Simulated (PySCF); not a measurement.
Match the calculated data to a structure.

All candidates are C7H4FNO.

| technique | computed result |
| --- | --- |
| Dipole | 3.35 D [PBE0/def2-SVPD] |
| Rotational structure | rotational constants A, B, C: 3.137, 0.945, 0.726 GHz [GFN2-xTB] |
| UV, first state | lowest singlet excitation: 5.17 eV (240 nm, f = 0.025) [TDDFT PBE0/def2-SVPD] |
| Triplet | lowest triplet excitation (Tamm–Dancoff): 3.84 eV [TDA PBE0/def2-SVPD] |
| UV, strongest line | among the 8 lowest singlet transitions: S7 at 6.77 eV (183 nm, f = 0.527) [TDDFT PBE0/def2-SVPD] |
| Polarisability | 91.7 au [PBE0/def2-SVPD] |

Gas-phase values; electronic properties from PySCF, density fitting. Levels stand in brackets. Isolated species at its GFN2-xTB geometry (one conformer only).

Task: Which candidate is it?
A. `N#Cc1cccc(O)c1F`
B. `C#Cc1cc[n+]([O-])cc1F`
C. `O=C=Nc1ccccc1F`

Result: C. It is `O=C=Nc1ccccc1F`. Numbering: `[O:1]=[C:2]=[N:3][c:4]1[cH:5][cH:6][cH:7][cH:8][c:9]1[F:10]`. Its formula, C7H4FNO, gives 6 degrees of unsaturation: 1 ring and 5 π bonds in the structure found (Kekulé form). The optimised geometry has point group Cs and is an asymmetric top.

The others, at the same levels:
- `C#Cc1cc[n+]([O-])cc1F` fails: its computed lowest singlet excitation is 4.09 eV (303 nm, f = 0.000) (against 5.17 eV), lowest triplet excitation (Tamm–Dancoff) is 2.36 eV (against 3.84 eV) and static isotropic polarisability is 102.3 au (against 91.7 au).
- `N#Cc1cccc(O)c1F` fails: its computed lowest singlet excitation is 4.78 eV (259 nm, f = 0.053) (against 5.17 eV), lowest triplet excitation (Tamm–Dancoff) is 3.63 eV (against 3.84 eV) and static isotropic polarisability is 89.6 au (against 91.7 au).

Each candidate is one conformer, not necessarily the lowest. The conformers computed, where there is a choice (atom-mapped SMILES and torsion angles):
- `[O:1]=[C:2]=[N:3][c:4]1[cH:5][cH:6][cH:7][cH:8][c:9]1[F:10]`: C2–N3–C4–C5 180°
- `[N:1]#[C:2][c:3]1[cH:4][cH:5][cH:6][c:7]([OH:8])[c:9]1[F:10]`: H–O8–C7–C6 180°
